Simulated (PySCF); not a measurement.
# Magnetisability: `C=C(CCl)C/C=C\C`, C7H11Cl

Geometry:
```tsv
atom	x (Å)	y (Å)	z (Å)
C1	-2.439	-1.038	-0.784
C2	-1.369	-0.575	-0.157
C3	-1.481	0.406	0.965
Cl4	-1.054	-0.392	2.519
C5	0.036	-0.982	-0.515
C6	0.764	0.169	-1.150
C7	1.720	0.906	-0.604
C8	2.312	0.766	0.760
H9	-2.360	-1.744	-1.593
H10	-3.436	-0.731	-0.515
H11	-0.775	1.228	0.845
H12	-2.495	0.785	1.079
H13	0.552	-1.314	0.386
H14	0.002	-1.815	-1.220
H15	0.428	0.404	-2.152
H16	2.152	1.705	-1.194
H17	1.776	0.052	1.377
H18	3.352	0.447	0.680
H19	2.306	1.732	1.265
```

Level of theory: GIAO PBE/pcSseg-1 magnetisability, rotational g tensor and spin-rotation constants, non-relativistic, gas phase in PySCF 2.14.0. Geometry: GFN2-xTB.

Problem. How diamagnetic is it, and how anisotropic?

Solution. Isotropic -1415 × 10⁻³⁰ J/T², or -85.2 × 10⁻⁶ cm³/mol; principal values -1535, -1394, -1318 × 10⁻³⁰ J/T², anisotropy 191 × 10⁻³⁰ J/T² (root of half the summed squared differences of the principal values). The susceptibility is in cgs units.

Problem. Split it along the inertial axes a, b, c into diamagnetic and paramagnetic parts about the centre of mass, with the quadrupole moment.

Solution. 
| axis | χ (10⁻⁶ cm³/mol) | diamagnetic (10⁻⁶ cm³/mol) | paramagnetic (10⁻⁶ cm³/mol) | summed x² of all electrons (Å²) | quadrupole Θ (D Å) |
| --- | --- | --- | --- | --- | --- |
| a | -82.4 | -735.9 | 653.6 | 214.6 | -0.71 |
| b | -85.0 | -1054.1 | 969.1 | 139.6 | +0.12 |
| c | -88.4 | -1502.4 | 1414.1 | 33.9 | +0.60 |

Anisotropies 2χaa − χbb − χcc = +8.6 and 2χbb − χaa − χcc = +0.7 × 10⁻⁶ cm³/mol. Θ is traceless in Buckingham's convention.

Problem. And the rotational g tensor?

Solution. 
```tsv
axis	rotational constant (GHz)	g	nuclear part	electronic part
a	1.9599	-0.0166	0.5852	-0.6018
b	1.2788	-0.0095	0.5727	-0.5822
c	0.8584	-0.0052	0.5651	-0.5702
```
Asymmetric top; isotopes 12C, 35Cl, 1H; no vibrational averaging.
